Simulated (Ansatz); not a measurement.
`[F][Ga]1[CH2]B[O]1`. The species carries charge 0 and has multiplicity 1.

```json
{"atom": "F1", "x (Å)": "-0.037", "y (Å)": "-0.827", "z (Å)": "2.956"}
{"atom": "Ga2", "x (Å)": "-0.001", "y (Å)": "-0.378", "z (Å)": "1.281"}
{"atom": "C3", "x (Å)": "0.489", "y (Å)": "-0.483", "z (Å)": "-0.614"}
{"atom": "B4", "x (Å)": "-0.461", "y (Å)": "0.815", "z (Å)": "-0.635"}
{"atom": "O5", "x (Å)": "-0.936", "y (Å)": "1.093", "z (Å)": "0.602"}
{"atom": "H6", "x (Å)": "0.140", "y (Å)": "-1.366", "z (Å)": "-1.151"}
{"atom": "H7", "x (Å)": "1.546", "y (Å)": "-0.332", "z (Å)": "-0.844"}
{"atom": "H8", "x (Å)": "-0.740", "y (Å)": "1.479", "z (Å)": "-1.594"}
```

Question: What are the harmonic wavenumbers in cm⁻¹ at PBE0-D4/def2-TZVP (Ansatz, finite differences of forces, unscaled)? (Estimate.)

Answer: The calculation gave: 97, 161, 208, 427, 528, 548, 703, 759, 770, 822, 990, 1005, 1063, 1302, 1385, 2602, 3097, 3153.

Question: Is this a minimum?

Answer: Yes, all 18 modes are real.

Question: Give the ideal-gas thermochemistry at 298.15 K and 1 bar (rigid rotor, harmonic oscillator; point group Cs, symmetry number 1).

Answer: Zero-point energy 117.4 kJ/mol; H(298) − E = 135.3 kJ/mol; entropy 326.4 J/(mol·K), of which translation 169.6, rotation 109.1, vibration 47.7; G(298) − E = 38.0 kJ/mol. Modes under 100 cm⁻¹ are hindered rotations or soft bends, so the harmonic entropy is rough.
